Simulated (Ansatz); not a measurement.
`N[SiH](Cl)Br` + `[SiH3]N[SiH2]Cl` → `N[SiH](Cl)N[SiH3]` + `Cl[SiH2]Br`  (redistribution)

Program: Ansatz. Geometries: PBE0-D4/def2-TZVP. ΔE: electronic, gas phase. CBS: MP2 limit from def2 TZ/QZ plus the TZ coupled-cluster correction, frozen cores. DFT in def2-TZVPP. B3LYP here is the variant with VWN-RPA as its local correlation; programs differ in this. For Br outer-core shells are correlated without core-valence functions, which leaves a few kJ/mol of doubt a bond. Scalar relativity is left out up to krypton. Each species was taken in one conformer, which may not be the lowest.

Problem. Is it downhill or uphill in electronic energy at CCSD(T)/CBS, and by how much? (Estimate.)

Solution. The calculation gave: Downhill: ΔE = -0.05 eV.

Problem. What do these levels give: r2SCAN-D4, B3LYP-D4, ωB97M-V, r2SCAN, PBE0, B3LYP, MP2/def2-TZVPP, CCSD/def2-TZVPP, CCSD(T)/def2-TZVPP, HF/def2-QZVPP, MP2/def2-QZVPP, HF/CBS(def2)? (Best estimate.)

Solution. The calculation gave: r2SCAN-D4 -0.04, B3LYP-D4 -0.03, ωB97M-V -0.05, r2SCAN -0.04, PBE0 -0.03, B3LYP -0.02, MP2/def2-TZVPP -0.04, CCSD/def2-TZVPP -0.05, CCSD(T)/def2-TZVPP -0.05, HF/def2-QZVPP -0.03, MP2/def2-QZVPP -0.04, HF/CBS(def2) -0.03 eV.

Largest T1 diagnostic among the species: 0.010.
